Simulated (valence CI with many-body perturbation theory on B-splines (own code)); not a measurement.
## Tl XLIX: calculated level list

Computed by relativistic CI+MBPT: five valence electrons over a frozen Dirac-Fock core [Ar] 3d10, radial functions for each j: 9 s, 9 p, 8 d, 6 f, 3 g, 1 h, with the one-electron correlation potential Σ1, the two-electron term Σ2, the three-electron term Σ3, Breit, model QED; selected CI, second order for the rest, scaled by the run's own slope (own B-spline code, finite nucleus).

No measured spectrum was set against this ion. As an estimate, large intervals hold to a few tenths of a per cent, small ones and those within an open d or f shell to about a per cent. Among the levels kept, up to 660 cm⁻¹ of a level comes from second order outside the variational space, and about a tenth of that is noise between levels of different J, which matters for small intervals.

Levels 1 to 36 of 36, with energies above the lowest level, (4s^2 4p1/2^2 4p3/2) J=3/2. "Leading %" is the weight of the configuration and term that name the level; weights of strongly mixed levels are sums over their largest components and can fall short, so below about 35 % the name and the second component can differ from the true leading terms, or belong to a minority configuration. In the jj column 3d3/2^4 stands for four electrons in 3d with j = 3/2.

| No. | Configuration | Term | J | E (eV) | Leading % | Leading jj | Second component |
| --- | --- | --- | --- | --- | --- | --- | --- |
| 1 | 4s2.4p3 | 2P° | 3/2 | 0.00 | 48 | 4s^2 4p1/2^2 4p3/2 (99 %) | 27 % 4s2.4p3 2D° |
| 2 | 4s2.4p3 | 4S° | 3/2 | 147.94 | 55 | 4s^2 4p1/2 4p3/2^2 (99 %) | 44 % 4s2.4p3 2D° |
| 3 | 4s2.4p3 | 2D° | 5/2 | 154.13 | 99 | 4s^2 4p1/2 4p3/2^2 (99 %) |  |
| 4 | 4s2.4p3 | 2P° | 1/2 | 161.98 | 99 | 4s^2 4p1/2 4p3/2^2 (99 %) |  |
| 5 | 4s2.4p2.4d | 2D | 3/2 | 179.25 | 40 | 4s^2 4p1/2^2 4d3/2 (99 %) | 34 % 4s2.4p2.4d 4F |
| 6 | 4s2.4p2.4d | 2D | 5/2 | 219.13 | 31 | 4s^2 4p1/2^2 4d5/2 (95 %) | 20 % 4s2.4p2.4d 4D |
| 7 | 4s.4p4 | 4P | 5/2 | 265.39 | 67 | 4s 4p1/2^2 4p3/2^2 (93 %) | 26 % 4s.4p4 2D |
| 8 | 4s.4p4 | 2S | 1/2 | 282.02 | 59 | 4s 4p1/2^2 4p3/2^2 (93 %) | 27 % 4s.4p4 4P |
| 9 | 4s.4p4 | 2P | 3/2 | 284.01 | 42 | 4s 4p1/2^2 4p3/2^2 (89 %) | 33 % 4s.4p4 2D |
| 10 | 4s2.4p3 | 2P° | 3/2 | 311.05 | 51 | 4s^2 4p3/2^3 (98 %) | 28 % 4s2.4p3 2D° |
| 11 | 4s2.4p2.4d | 2F | 5/2 | 326.24 | 46 | 4s^2 4p1/2 4p3/2 4d3/2 (98 %) | 46 % 4s2.4p2.4d 4F |
| 12 | 4s2.4p2.4d | 4F | 3/2 | 326.92 | 38 | 4s^2 4p1/2 4p3/2 4d3/2 (97 %) | 27 % 4s2.4p2.4d 4D |
| 13 | 4s2.4p2.4d | 4D | 1/2 | 327.09 | 80 | 4s^2 4p1/2 4p3/2 4d3/2 (99 %) | 15 % 4s2.4p2.4d 2P |
| 14 | 4s2.4p2.4d | 2G | 7/2 | 332.56 | 51 | 4s^2 4p1/2 4p3/2 4d3/2 (97 %) | 26 % 4s2.4p2.4d 2F |
| 15 | 4s2.4p2.4d | 2D | 5/2 | 349.24 | 35 | 4s^2 4p1/2 4p3/2 4d3/2 (92 %) | 23 % 4s2.4p2.4d 2F |
| 16 | 4s2.4p2.4d | 2D | 3/2 | 351.03 | 35 | 4s^2 4p1/2 4p3/2 4d3/2 (90 %) | 26 % 4s2.4p2.4d 2P |
| 17 | 4s2.4p2.4d | 2P | 1/2 | 352.11 | 37 | 4s^2 4p1/2 4p3/2 4d3/2 (95 %) | 35 % 4s2.4p2.4d 4P |
| 18 | 4s2.4p2.4d | 4D | 7/2 | 358.85 | 48 | 4s^2 4p1/2 4p3/2 4d5/2 (99 %) | 36 % 4s2.4p2.4d 4F |
| 19 | 4s2.4p2.4d | 2P | 3/2 | 364.71 | 44 | 4s^2 4p1/2 4p3/2 4d5/2 (93 %) | 25 % 4s2.4p2.4d 4P |
| 20 | 4s2.4p2.4d | 2G | 9/2 | 365.84 | 62 | 4s^2 4p1/2 4p3/2 4d5/2 (99 %) | 38 % 4s2.4p2.4d 4F |
| 21 | 4s2.4p2.4d | 2F | 5/2 | 367.35 | 34 | 4s^2 4p1/2 4p3/2 4d5/2 (93 %) | 33 % 4s2.4p2.4d 2D |
| 22 | 4s2.4p2.4d | 2D | 5/2 | 380.84 | 38 | 4s^2 4p1/2 4p3/2 4d5/2 (93 %) | 34 % 4s2.4p2.4d 4P |
| 23 | 4s2.4p2.4d | 2F | 7/2 | 381.28 | 58 | 4s^2 4p1/2 4p3/2 4d5/2 (95 %) | 18 % 4s2.4p2.4d 2G |
| 24 | 4s2.4p2.4d | 2D | 3/2 | 384.14 | 61 | 4s^2 4p1/2 4p3/2 4d5/2 (96 %) | 19 % 4s2.4p2.4d 2P |
| 25 | 4s2.4p2.4d | 2P | 1/2 | 385.75 | 54 | 4s^2 4p1/2 4p3/2 4d5/2 (95 %) | 36 % 4s2.4p2.4d 2S |
| 26 | 4s2.4p2.4f | 2F° | 5/2 | 417.48 | 36 | 4s^2 4p1/2^2 4f5/2 (92 %) | 29 % 4s2.4p2.4f 4G° |
| 27 | 4s.4p4 | 4P | 3/2 | 420.60 | 72 | 4s 4p1/2 4p3/2^3 (90 %) | 16 % 4s.4p4 2D |
| 28 | 4s2.4p2.4f | 2F° | 7/2 | 429.05 | 30 | 4s^2 4p1/2^2 4f7/2 (88 %) | 16 % 4s2.4p2.4f 4F° |
| 29 | 4s.4p4 | 2D | 5/2 | 429.97 | 67 | 4s 4p1/2 4p3/2^3 (90 %) | 24 % 4s.4p4 4P |
| 30 | 4s.4p3.4d | 4D° | 5/2 | 441.15 | 29 | 4s 4p1/2^2 4p3/2 4d3/2 (95 %) | 21 % 4s.4p3.4d 4F° |
| 31 | 4s.4p4 | 2P | 1/2 | 441.82 | 56 | 4s 4p1/2 4p3/2^3 (89 %) | 33 % 4s.4p4 4P |
| 32 | 4s.4p3.4d | 4D° | 3/2 | 441.85 | 26 | 4s 4p1/2^2 4p3/2 4d3/2 (96 %) | 25 % 4s.4p3.4d 6D° |
| 33 | 4s.4p3.4d | 4P° | 1/2 | 442.02 | 46 | 4s 4p1/2^2 4p3/2 4d3/2 (96 %) | 31 % 4s.4p3.4d 6D° |
| 34 | 4s.4p4 | 2P | 3/2 | 442.98 | 46 | 4s 4p1/2 4p3/2^3 (90 %) | 40 % 4s.4p4 2D |
| 35 | 4s.4p3.4d | 4F° | 7/2 | 447.82 | 21 | 4s 4p1/2^2 4p3/2 4d3/2 (81 %) | 18 % 4s.4p3.4d 6D° |
| 36 | 4s.4p3.4d | 2D° | 3/2 | 456.79 | 29 | 4s 4p1/2^2 4p3/2 4d3/2 (86 %) | 15 % 4s.4p3.4d 4F° |

The ionisation energy to 4s2.4p2 3P_0 of the next ion comes out as 2637.6 eV (NIST: 2635 ± 4 eV (theoretical)). All 36 levels together are meant to be complete up to 459.49 eV.
